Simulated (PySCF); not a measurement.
# Electron correlation in Mg (magnesium, neutral)

[Ne] 3s2, closed-shell 1S. Computed with PySCF 2.14 in dyall-av3z, with scalar relativity by spin-free X2C-1e. Frozen: [Ne]; 2 electrons correlated; the 22 highest virtual orbitals of each spin left out.

With two correlated electrons CCSD is exact within the correlated space (frozen core and kept virtual orbitals).

```csv
level,correlation energy (mhartree)
CCSD,-33.88
```

Diagnostics: T1 = 0.017, D1 = 0.0241, largest double amplitude 0.074.

Problem. Is a single reference adequate?

Solution. Mostly. T1 lies below 0.03, but a double amplitude of this size points to a near-degeneracy that CCSD handles and MP2 describes poorly.
